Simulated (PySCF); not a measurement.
C2H3ClF2Si, SMILES F/C=C(/F)[SiH2]Cl. The structure is a stationary point at PBE0-D3(BJ)/def2-SVP. The structure was generated by enumeration; whether it is a known compound was not checked. Other conformers were not sampled.

Computed equilibrium geometry at PBE0-D3(BJ)/def2-SVP (PySCF confirms it by a frequency run) as bond lengths and angles (one conformer of several):
Atoms: F1 C2 C3 F4 Si5 Cl6 H7 H8 H9. Bonded distances (Å): F1–C2 1.325, C2–C3 1.337, C2–H7 1.095, C3–F4 1.344, C3–Si5 1.876, Si5–Cl6 2.067, Si5–H8 1.486, Si5–H9 1.483. Bond angles (°): F1–C2–C3 121.5, F1–C2–H7 114.6, C3–C2–H7 123.9, C2–C3–F4 117.3, C2–C3–Si5 126.5, F4–C3–Si5 116.2, C3–Si5–Cl6 109.6, C3–Si5–H8 108.3, C3–Si5–H9 109.6, Cl6–Si5–H8 108.0, Cl6–Si5–H9 109.2, H8–Si5–H9 112.2.
Charge 0, spin multiplicity 1.
